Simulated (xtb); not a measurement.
I3Zr (SMILES [I][Zr+]([I])[I]), charge +1, singlet, at a GFN2-xTB geometry (such geometries of metal compounds can be far from the true shape) (the multiplicity is a formal guess); GFN2-xTB (xtb).

Input for xtb:
```
$ xtb mol.xyz --gfn 2 --chrg 1 --grad --json

# file mol.xyz
4

Zr    -0.39336319     0.40525880     0.89381686
I     -1.84730484    -1.56262782    -0.41912409
I      0.06718708     2.11587631    -1.24441120
I      2.07699564    -0.85910419     0.98895652
```

**Question.** Predict the main parts of the log of this xtb run.

**Answer.** 
```
   ID    Z sym.   atoms
    1   40 Zr     1
    2   53 I      2-4

           -------------------------------------------------
          |                Calculation Setup                |
           -------------------------------------------------

           -------------------------------------------------
          |                 G F N 2 - x T B                 |
           -------------------------------------------------

          ...................................................
          :                      SETUP                      :
          :.................................................:
          :  # basis functions                  40          :
          :  # atomic orbitals                  36          :
          :  # shells                           12          :
          :  # electrons                        24          :
          :  max. iterations                   250          :
          :  Hamiltonian                  GFN2-xTB          :
          :  restarted?                      false          :
          :  GBSA solvation                  false          :
          :  PC potential                    false          :
          :  electronic temp.          300.0000000     K    :
          :  accuracy                    1.0000000          :
          :  -> integral cutoff          0.2500000E+02      :
          :  -> integral neglect         0.1000000E-07      :
          :  -> SCF convergence          0.1000000E-05 Eh   :
          :  -> wf. convergence          0.1000000E-03 e    :
          :  Broyden damping             0.4000000          :
          :  net charge                          1          :
          :  unpaired electrons                  0          :
          ...................................................

 iter      E             dE          RMSdq      gap      omega  full diag
   1    -12.6258867 -0.126259E+02  0.142E+01    0.81       0.0  T
   2    -12.6895891 -0.637024E-01  0.110E+01    3.37       1.0  T
   3    -12.7601858 -0.705968E-01  0.687E+00    1.34       1.0  T
   4    -12.7640775 -0.389165E-02  0.334E+00    1.30       1.0  T
   5    -12.7795405 -0.154630E-01  0.161E+00    1.59       1.0  T
   6    -12.7767848  0.275572E-02  0.164E+00    2.07       1.0  T
   7    -12.7811621 -0.437735E-02  0.542E-01    1.83       1.0  T
   8    -12.7812407 -0.785224E-04  0.253E-01    1.81       1.0  T
   9    -12.7812498 -0.913631E-05  0.207E-01    1.80       1.0  T
  10    -12.7812968 -0.470346E-04  0.157E-02    1.77       3.2  T
  11    -12.7812969 -0.805626E-07  0.830E-03    1.77       6.0  T
  12    -12.7812969 -0.152901E-07  0.406E-03    1.77      12.3  T
  13    -12.7812969 -0.117409E-07  0.229E-03    1.77      21.8  T
  14    -12.7812969 -0.493363E-08  0.877E-04    1.77      57.0  T
  15    -12.7812969 -0.805120E-09  0.483E-05    1.77    1034.7  T

   *** convergence criteria satisfied after 15 iterations ***

         :::::::::::::::::::::::::::::::::::::::::::::::::::::
         ::                     SUMMARY                     ::
         :::::::::::::::::::::::::::::::::::::::::::::::::::::
         :: total energy             -12.741759111457 Eh    ::
         :: gradient norm              0.000002731657 Eh/a0 ::
         :: HOMO-LUMO gap              1.772068182766 eV    ::
         ::.................................................::
         :: SCC energy               -12.781295000029 Eh    ::
         :: -> isotropic ES            0.117600077651 Eh    ::
         :: -> anisotropic ES          0.011726115185 Eh    ::
         :: -> anisotropic XC         -0.037890502750 Eh    ::
         :: -> dispersion             -0.006097251571 Eh    ::
         :: repulsion energy           0.039535888571 Eh    ::
         :: add. restraining           0.000000000000 Eh    ::
         :: total charge               1.000000000000 e     ::
         :::::::::::::::::::::::::::::::::::::::::::::::::::::

           -------------------------------------------------
[...]

         #    Occupation            Energy/Eh            Energy/eV
      -------------------------------------------------------------
         1        2.0000           -0.9936651             -27.0390
         2        2.0000           -0.9883009             -26.8930
         3        2.0000           -0.9883009             -26.8930
         4        2.0000           -0.7512847             -20.4435
         5        2.0000           -0.6487267             -17.6528
         6        2.0000           -0.6444748             -17.5371
         7        2.0000           -0.6444748             -17.5371
         8        2.0000           -0.6171231             -16.7928
         9        2.0000           -0.6171231             -16.7928
        10        2.0000           -0.6132343             -16.6870
        11        2.0000           -0.6132343             -16.6870
        12        2.0000           -0.6102107             -16.6047 (HOMO)
        13                         -0.5450884             -14.8326 (LUMO)
        14                         -0.5449680             -14.8293
        15                         -0.5449680             -14.8293
        16                         -0.5328185             -14.4987
        17                         -0.5328185             -14.4987
        18                         -0.4203143             -11.4373
        19                         -0.1958976              -5.3306
        20                         -0.1958976              -5.3306
        21                         -0.1904303              -5.1819
        22                         -0.1836796              -4.9982
        23                         -0.1836574              -4.9976
       ...                                ...                  ...
        36                          1.5706668              42.7400
      -------------------------------------------------------------
                  HL-Gap            0.0651223 Eh            1.7721 eV
             Fermi-level           -0.5783225 Eh          -15.7370 eV

     #   Z          covCN         q      C6AA      α(0)
     1  40 Zr       2.377     1.059   410.821    46.506
     2  53 I        0.825    -0.020   373.047    33.343
     3  53 I        0.825    -0.020   373.047    33.343
     4  53 I        0.825    -0.020   373.047    33.343

 Mol. C6AA /au·bohr⁶  :       6046.207483
 Mol. C8AA /au·bohr⁸  :     657616.287708
 Mol. α(0) /au        :        146.534219

Wiberg/Mayer (AO) data.
largest (>0.10) Wiberg bond orders for each atom

 ---------------------------------------------------------------------------
     #   Z sym  total        # sym  WBO       # sym  WBO       # sym  WBO
 ---------------------------------------------------------------------------
     1  40 Zr   4.031 --     2 I    1.344     3 I    1.344     4 I    1.344
     2  53 I    1.533 --     1 Zr   1.344
     3  53 I    1.533 --     1 Zr   1.344
     4  53 I    1.533 --     1 Zr   1.344
 ---------------------------------------------------------------------------

Topologies differ in total number of bonds
Writing topology from bond orders to xtbtopo.mol

molecular dipole:
                 x           y           z       tot (Debye)
 q only:       -0.798       0.822       1.813
   full:       -1.871       1.927       4.251      12.781
molecular quadrupole (traceless):
                xx          xy          yy          xz          yz          zz
 q only:       -1.414      -1.035      -1.353      -2.282       2.351       2.767
  q+dip:       -6.546      -4.789      -6.261     -10.563      10.882      12.806
   full:       -6.962      -5.094      -6.659     -11.235      11.575      13.621

           -------------------------------------------------
          | TOTAL ENERGY              -12.741759111457 Eh   |
          | GRADIENT NORM               0.000002731657 Eh/α |
          | HOMO-LUMO GAP               1.772068182766 eV   |
           -------------------------------------------------

normal termination of xtb
```
